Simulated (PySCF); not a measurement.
## C₆ coefficients of unlike pairs at PBE

Calculated with PySCF 2.14 from the dipole response of each species, C₆(A,B) = (3/π) ∫ α_A(iu) α_B(iu) du, in atomic units, from isotropic polarisabilities. For ions this is the dispersion term alone; charge-induced terms of lower order in 1/R come first.

| species | configuration | basis | relativity | α (bohr³) | C₆ (like pair) |
| --- | --- | --- | --- | --- | --- |
| B²⁺ | [He] 2s1 (2S) | x2c-TZVPPall with one added diffuse shell each of s, p, d type (6s4p3d1f) | spin-free X2C | 6.988 | 9.229 |
| Sc⁺ | [Ar] 3d1 4s1 (3D) | aug-cc-pVTZ-DK (8s7p5d3f2g) | spin-free X2C | 58.84 | 399.1 |
| Fe²⁺ | [Ar] 3d6 (5D) | aug-cc-pVDZ (7s6p4d2f) | none | 3.872 | 10.90 |

Q: Estimate C₆ for Fe²⁺ with B²⁺.

A: The integral gives 8.106. The combination rule 2 C_A C_B / (C_A α_B/α_A + C_B α_A/α_B) gives 8.117 and the geometric mean 10.03.

No spin-orbit coupling is included.

The other pairs:

```
     pair     C₆
 Sc⁺, B²⁺  59.37
Fe²⁺, Sc⁺  48.94
```
